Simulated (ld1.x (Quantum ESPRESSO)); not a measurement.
## Which change was made? (Co, RRKJ)

Co, norm-conserving RRKJ (Kleinman–Bylander form), made with ld1.x (Quantum ESPRESSO) 7.5 (LDA (PZ), scalar-relativistic). Core [Ne], reference 3s2 3p6 3d7 4s0 4p0 (charge +2). Waves: 3p (bound): rc 1.05 bohr; 3d (bound): rc 0.80 bohr; 3s (bound): rc 1.15 bohr. Local part: the s channel. Core correction: a·sin(br)/r model core inside 0.45 bohr. rho0 = 0.02.

Cutoffs, loose and tight: the cutoffs (Ry, on a coarse ladder) from which the occupation-weighted sum of valence levels, in a spherical-Bessel basis at the reference potential, stays within 10 and 1 mRy of its value at 400 Ry. They do not see the model core or the augmentation charge, which bear on the density cutoff. Test errors are all-electron minus pseudo excitation energies from the reference, over the configurations 3s2 3p6 3d7 4s2 4p0; 3s2 3p6 3d7 4s1 4p0; 3s2 3p6 3d6 4s0 4p0; 3s2 3p6 3d8 4s1 4p0; 3s2 3p6 3d7.5 4s1.5 4p0; 3s1 3p6 3d7 4s2 4p0; 3s2 3p6 3d8 4s0 4p0 (two spin-polarised tests are not counted in the largest error); variants that change the core or the reference have their own tests. The largest error is taken over the tests solved by every variant that gives reliable tests at all, those not shown here included: 3s2 3p6 3d6 4s0 4p0; 3s2 3p6 3d7 4s1 4p0; 3s2 3p6 3d7 4s2 4p0; 3s2 3p6 3d7.5 4s1.5 4p0; 3s2 3p6 3d8 4s0 4p0; 3s2 3p6 3d8 4s1 4p0.

The base gives: outcome: generated; cutoff, loose: 230 Ry; cutoff, tight: 300 Ry; bound ghosts: none; largest test error (meV): +1088.

On the changes marked as counting shells twice: ld1.x takes every shell without a wave as core, so the model core holds the marked electrons as well and exchange and correlation see them twice. This cancels in the reference configuration, but the file is broken for other ones, and its errors say nothing about a proper core correction.

Question: After one change the result is: outcome: generated; cutoff, loose: 260 Ry; cutoff, tight: over 300 Ry; bound ghosts: none; largest test error (meV): +106. Which change was it?
A. wave 3s (bound): rc 1.15 bohr becomes 3s (bound): rc 0.76 bohr
B. local potential the d channel
C. reference 3s2 3p6 3d7 4s2 4p0 (4s counted twice)

Answer: A. The others give: local potential the d channel → outcome: generated; cutoff, loose: 300 Ry; cutoff, tight: over 300 Ry; bound ghosts: none; largest test error (meV): +1699 | reference 3s2 3p6 3d7 4s2 4p0 (4s counted twice) → outcome: generated, misses its reference levels by 0.55 eV; cutoff, loose: 230 Ry; cutoff, tight: 260 Ry; bound ghosts: none; largest test error (meV): -3815.
